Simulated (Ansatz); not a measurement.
`[CH3][Al]([OH])[SeH]` + `F[SiH](F)F` → `F[Si](F)(F)[SeH]` + `[CH3][AlH][OH]`  (formal exchange of groups at the Se–Al bond)

Program: Ansatz. Geometries: PBE0-D4/def2-TZVP. ΔE: electronic, gas phase. CBS: MP2 limit from def2 TZ/QZ plus the TZ coupled-cluster correction, frozen cores. For Se outer-core shells are correlated without core-valence functions, which leaves a few kJ/mol of doubt a bond. Scalar relativity is left out up to krypton. Each species was taken in one conformer, which may not be the lowest.

`[CH3][Al]([OH])[SeH]`:

Z-matrix (Å, degrees):
```
C
Al 1 1.936
H 1 1.094 2 110.6
H 1 1.093 2 111.7 3 119.3
H 1 1.092 2 111.0 3 -119.4
O 2 1.694 1 119.5 3 97.9
Se 2 2.330 1 120.0 3 -81.7
H 6 0.955 2 124.9 1 -179.1
H 7 1.469 2 92.7 1 178.7
```

`F[SiH](F)F`:

Z-matrix (Å, degrees):
```
Si
F 1 1.573
F 1 1.573 2 108.3
F 1 1.573 2 108.3 3 117.1
H 1 1.461 2 110.7 3 -121.4
```

`F[Si](F)(F)[SeH]`:

```xyz
6

F    -1.426   -0.538   -0.813
Si   -0.448    0.165    0.201
F    -1.099    0.118    1.632
F    -0.354    1.669   -0.254
Se    1.543   -0.835    0.331
H     1.783   -0.579   -1.097
```

`[CH3][AlH][OH]`:

Z-matrix (Å, degrees):
```
C
Al 1 1.941
H 1 1.092 2 111.9
H 1 1.095 2 111.0 3 120.7
H 1 1.095 2 111.2 3 -121.1
O 2 1.701 1 117.6 3 -3.3
H 2 1.589 1 124.2 3 176.8
H 6 0.956 2 122.5 1 -179.8
```

```tsv
level	ΔE (eV)
MP2/def2-TZVPP	0.82
CCSD/def2-TZVPP	0.81
HF/CBS(def2)	0.84
MP2/CBS(def2)	0.81
```

Problem. What does CCSD(T)/CBS give? (Best estimate.)

Solution. Computed: +0.78 eV. The listed levels differ from it by 0.04, 0.03, 0.06, 0.03 eV.

Largest T1 diagnostic among the species: 0.012.

Leaving LDA and LC-ωPBE aside and taking each functional with its dispersion term where it has one, the values, not all of them listed here, spread over 0.21 eV, from B97M-V to PBE-QIDH. From PBE to PBE0 (25 % exact exchange), in def2-TZVPP and without D4, ΔE moves by +0.03 eV.
